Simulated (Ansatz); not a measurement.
Born–Oppenheimer molecular dynamics of F$_{3}$H$_{3}$Si (7 atoms, charge 0, multiplicity 1). It starts from a rough guess of a transition structure, not a stationary point.

Level of theory: UKS r2SCAN/6-31G in Ansatz.

| Quantity | Value |
| --- | --- |
| ensemble | NVE (velocity Verlet) |
| time step | 0.5 fs |
| steps asked | 150 |
| starting velocities drawn for | 600 K |
| seed | 324190 |

Frames 5 fs apart, positions in Å, forces in eV/Å.

Velocities at 15 fs (Å/ps):

```
Si 4.11 1.05 1.64
F 1.42 -2.47 -3.99
F -2.56 -1.95 -2.81
F -5.68 7.90 5.04
H -2.17 -8.31 18.18
H -15.97 -30.56 -8.33
H 32.22 -55.76 -22.33
```

```xyz
7
Properties=species:S:1:pos:R:3:forces:R:3 time_fs=15 energy_less_start_eV=-0.132 T=804
Si -0.083 0.361 -0.244 -2.87 1.37 1.26
F 1.437 -0.348 0.637 -0.36 0.56 0.33
F -1.608 0.323 -1.167 1.51 -0.33 1.11
F -0.798 1.188 1.165 1.36 -1.15 -1.83
H 0.742 0.883 -1.277 0.77 0.83 -0.82
H 0.497 -1.232 0.245 -0.28 -0.93 -0.23
H -0.251 -1.347 -0.219 -0.12 -0.36 0.17
7
Properties=species:S:1:pos:R:3:forces:R:3 time_fs=20 energy_less_start_eV=-0.377 T=1183
Si -0.073 0.372 -0.229 -0.54 1.72 1.05
F 1.440 -0.355 0.619 -1.62 1.14 -0.15
F -1.609 0.310 -1.173 2.05 -0.71 1.50
F -0.818 1.220 1.177 1.37 -1.40 -2.09
H 0.815 0.944 -1.294 -0.36 0.24 0.14
H 0.394 -1.488 0.171 0.12 -0.52 -0.04
H -0.150 -1.662 -0.330 -1.03 -0.47 -0.41
7
Properties=species:S:1:pos:R:3:forces:R:3 time_fs=25 energy_less_start_eV=-0.926 T=2033
Si -0.069 0.397 -0.204 0.69 2.04 0.16
F 1.422 -0.349 0.598 -2.62 0.66 -0.69
F -1.586 0.289 -1.160 1.97 -0.85 1.48
F -0.820 1.234 1.164 1.17 -1.21 -1.63
H 0.830 1.073 -1.300 -0.90 -0.27 0.86
H 0.276 -1.880 0.049 -0.23 -0.25 -0.35
H -0.227 -2.063 -0.486 -0.10 -0.12 0.17
7
Properties=species:S:1:pos:R:3:forces:R:3 time_fs=30 energy_less_start_eV=-1.517 T=2947
Si -0.061 0.437 -0.178 -0.30 0.64 0.73
F 1.373 -0.334 0.570 -2.50 0.12 -0.74
F -1.537 0.257 -1.129 1.57 -1.01 1.24
F -0.808 1.233 1.131 0.60 -0.59 -0.41
H 0.676 1.172 -1.151 0.66 0.83 -0.81
H 0.139 -2.325 -0.120 -0.11 -0.05 -0.17
H -0.368 -2.507 -0.641 0.08 0.06 0.16
7
Properties=species:S:1:pos:R:3:forces:R:3 time_fs=35 energy_less_start_eV=-1.911 T=3556
Si -0.053 0.486 -0.148 0.93 1.35 -2.34
F 1.293 -0.319 0.532 -1.39 -0.52 -0.39
F -1.469 0.212 -1.082 0.92 -1.22 0.69
F -0.789 1.225 1.094 -0.58 0.53 1.76
H 0.619 1.413 -1.117 0.10 -0.21 0.26
H -0.001 -2.775 -0.305 0.37 0.14 0.33
H -0.520 -2.950 -0.787 -0.36 -0.08 -0.31
7
Properties=species:S:1:pos:R:3:forces:R:3 time_fs=40 energy_less_start_eV=-2.015 T=3718
Si -0.039 0.546 -0.137 1.15 2.42 -4.17
F 1.196 -0.310 0.490 0.50 -1.58 0.30
F -1.390 0.151 -1.027 0.08 -1.36 -0.17
F -0.777 1.224 1.079 -1.56 1.41 3.38
H 0.604 1.624 -1.052 -0.19 -0.93 0.64
H -0.122 -3.217 -0.477 -0.22 -0.06 -0.18
H -0.687 -3.388 -0.941 0.23 0.09 0.19
7
Properties=species:S:1:pos:R:3:forces:R:3 time_fs=45 energy_less_start_eV=-2.233 T=4055
Si -0.016 0.625 -0.158 -0.86 1.58 -1.09
F 1.105 -0.321 0.452 1.82 -2.32 0.73
F -1.309 0.074 -0.974 -0.72 -1.34 -1.05
F -0.783 1.239 1.103 -1.13 1.05 2.49
H 0.576 1.675 -0.882 0.90 1.01 -1.08
H -0.250 -3.662 -0.658 -0.18 -0.05 -0.13
H -0.845 -3.815 -1.084 0.18 0.06 0.13
7
Properties=species:S:1:pos:R:3:forces:R:3 time_fs=50 energy_less_start_eV=-2.541 T=4530
Si 0.002 0.720 -0.190 -0.27 2.32 0.69
F 1.035 -0.359 0.421 1.38 -1.41 0.32
F -1.237 -0.020 -0.934 -0.82 -0.81 -1.31
F -0.803 1.267 1.159 -0.01 0.46 0.35
H 0.699 1.861 -0.889 -0.28 -0.56 -0.06
H -0.385 -4.107 -0.844 0.42 0.09 0.26
H -0.994 -4.239 -1.222 -0.42 -0.09 -0.26
7
Properties=species:S:1:pos:R:3:forces:R:3 time_fs=55 energy_less_start_eV=-2.405 T=4320
Si 0.016 0.831 -0.216 -0.54 -0.61 2.17
F 0.982 -0.414 0.395 0.35 0.61 -0.39
F -1.174 -0.124 -0.909 0.07 0.55 -0.78
F -0.824 1.302 1.219 0.82 0.26 -1.27
H 0.782 1.960 -0.938 -0.69 -0.81 0.28
H -0.506 -4.549 -1.019 -0.23 -0.04 -0.12
H -1.157 -4.665 -1.369 0.23 0.04 0.12
7
Properties=species:S:1:pos:R:3:forces:R:3 time_fs=60 energy_less_start_eV=-1.818 T=3414
Si 0.025 0.936 -0.224 -2.35 -5.63 3.68
F 0.934 -0.462 0.364 0.02 2.17 -0.59
F -1.111 -0.220 -0.895 0.68 2.07 -0.30
F -0.834 1.340 1.264 1.19 0.33 -2.03
H 0.739 1.920 -0.955 0.45 1.07 -0.76
H -0.636 -4.993 -1.201 -0.25 -0.03 -0.11
H -1.311 -5.089 -1.510 0.25 0.03 0.11
7
Properties=species:S:1:pos:R:3:forces:R:3 time_fs=65 energy_less_start_eV=-1.376 T=2729
Si 0.016 0.997 -0.203 -1.27 -5.50 1.67
F 0.887 -0.484 0.326 0.47 2.71 -0.17
F -1.040 -0.291 -0.884 0.31 2.83 -0.24
F -0.830 1.382 1.284 1.08 0.41 -1.90
H 0.736 2.034 -1.081 -0.59 -0.44 0.64
H -0.777 -5.437 -1.386 0.47 0.05 0.18
H -1.453 -5.513 -1.648 -0.47 -0.05 -0.18
7
Properties=species:S:1:pos:R:3:forces:R:3 time_fs=70 energy_less_start_eV=-1.302 T=2614
Si -0.005 1.010 -0.166 -0.87 -5.20 0.23
F 0.847 -0.472 0.286 1.44 2.43 0.63
F -0.966 -0.327 -0.878 -0.69 2.93 -0.54
F -0.813 1.430 1.281 0.62 0.43 -1.14
H 0.625 2.082 -1.088 -0.50 -0.60 0.82
H -0.902 -5.879 -1.565 -0.20 -0.02 -0.06
H -1.612 -5.939 -1.792 0.20 0.02 0.06
```

Of the whole run (75 fs, mean temperature of the second half 3571 K): The conserved energy stayed within 0.13 meV per atom of its start (net change 0.014 meV per atom), so the integration is sound. The kinetic energy rose, since the run started high on the potential surface and went downhill. It ends in pieces (F3HSi + H2), so much of that is their flight and rotation, not heat. A run of 0.075 ps of so small a system gives no equilibrium averages. The orbitals were unrestricted but ended closed-shell. Limits of this set-up: no polarisation functions.

Time of the run: 9 min on 1 thread of Arm Neoverse V2, with other jobs on the host, peak memory 0.15 GiB.
